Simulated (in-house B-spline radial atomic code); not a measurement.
Whole-atom quantities along the 21-electron series, configuration [Ar] 3d3. Computed with an all-electron radial atomic-structure program (B-spline basis): non-relativistic Hartree-Fock, average of the configuration, point nuclei.

This level leaves out relativity, spin-orbit splitting included, which matters for heavy ions.

| ion | Z | E/Z² (Eh) | Σ<r²> (bohr²) | n(0)/Z³ (bohr⁻³) | Lamb diamagnetic shielding (ppm) | repulsion over attraction |
| --- | --- | --- | --- | --- | --- | --- |
| Hf51+ | 72 | -2.3074 | 0.55179 | 0.71427 | 6263.87 | 0.058448 |
| Ta52+ | 73 | -2.3113 | 0.53441 | 0.7146 | 6356.57 | 0.057692 |
| W53+ | 74 | -2.3151 | 0.51784 | 0.71492 | 6449.28 | 0.056956 |
| Re54+ | 75 | -2.3188 | 0.50203 | 0.71523 | 6541.98 | 0.056237 |
| Os55+ | 76 | ? | ? | ? | ? | ? |
| Ir56+ | 77 | -2.326 | 0.47251 | 0.71582 | 6727.39 | 0.054853 |
| Pt57+ | 78 | -2.3295 | 0.45872 | 0.71611 | 6820.1 | 0.054186 |
| Au58+ | 79 | ? | ? | ? | ? | ? |
| Hg59+ | 80 | -2.3362 | 0.4329 | 0.71666 | 7005.5 | 0.052899 |

Task: Fill in the row of Os55+.

Result: E/Z² (Eh): -2.3225; Σ<r²> (bohr²): 0.48693; n(0)/Z³ (bohr⁻³): 0.71553; Lamb diamagnetic shielding (ppm): 6634.69; repulsion over attraction: 0.055537.

Task: Fill in the row of Au58+.

Result: E/Z² (Eh): -2.3329; Σ<r²> (bohr²): 0.44553; n(0)/Z³ (bohr⁻³): 0.71639; Lamb diamagnetic shielding (ppm): 6912.8; repulsion over attraction: 0.053535.

Task: With what power of Z does the column «Σ<r²> (bohr²)» change over this range?

Result: A fit of the logarithm of its size against log Z from Z = 72 to 80 has slope -2.30. Unscreened non-relativistic hydrogenic orbitals would give -2.
